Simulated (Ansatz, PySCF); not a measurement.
Reaction (SMILES): [SeH] (HSe) -> [SeH-] (an electron is taken up)
Each molecule is optimised on its own at B3LYP-D3(BJ)/def2-TZVP (Ansatz, an electronic-structure program).

Wanted: adiabatic electron affinity (0 K, with B3LYP-D3(BJ) harmonic zero-point energies from PySCF), positive where the reaction releases energy, in eV. Cores are frozen in the correlated levels unless marked. UHF or UKS for open shells. No spin-orbit coupling. The frozen core is the preceding noble-gas configuration, with the filled d and f shells of earlier blocks. Non-relativistic. FCI takes restricted orbitals. Anions need diffuse functions: aug- sets have them; def2-D sets add few; the other sets have none. CBS marks a two-point X^-3 extrapolation of the correlation energy; Hartree-Fock from the larger set.

| level | program | adiabatic electron affinity (eV) | minus last row |
|---|---|---|---|
| HF/aug-cc-pVDZ | Ansatz | 1.25 | -1.11 |
| PBE-D3(BJ)/def2-TZVPD | Ansatz + dftd3 | 2.31 | -0.05 |
| B97M-V/def2-TZVPD | Ansatz | 2.25 | -0.11 |
| BHLYP-D4/def2-TZVPD | Ansatz + dftd4 | 2.14 | -0.22 |
| LC-wPBE/def2-TZVPD | Ansatz | 2.20 | -0.16 |
| B2GP-PLYP-D3(BJ)/def2-TZVPD | Ansatz + dftd3 | 2.23 | -0.13 |
| B2PLYP-D3(BJ)/def2-TZVPD | Ansatz + dftd3 | 2.24 | -0.12 |
| RPA@PBE/cc-pVTZ | Ansatz | 1.99 | -0.37 |
| MP2/6-31G | Ansatz | 1.41 | -0.95 |
| MP2/cc-pVDZ | Ansatz | 1.31 | -1.05 |
| MP2/cc-pVTZ | Ansatz | 1.97 | -0.39 |
| MP2/def2-QZVPP | Ansatz | 2.16 | -0.20 |
| MP2/CBS(aug-cc-pVTZ,aug-cc-pVQZ) | Ansatz | 2.39 | 0.03 |
| CCSD/aug-cc-pVTZ | Ansatz | 2.15 | -0.21 |
| CCSD/def2-TZVPP | Ansatz | 1.89 | -0.47 |
| CCSD(T)/STO-3G | Ansatz | -3.53 | -5.89 |
| CCSD(T)/aug-cc-pVTZ | Ansatz | 2.24 | -0.12 |
| CCSD(T)/def2-QZVPPD | Ansatz | 2.27 | -0.09 |
| CCSD(T)/cc-pV5Z | Ansatz | 2.26 | -0.10 |
| FCI/STO-3G | Ansatz | -3.53 | -5.89 |
| CCSD(T)/CBS(aug-cc-pVTZ,aug-cc-pVQZ) | Ansatz | 2.36 | 0.00 |
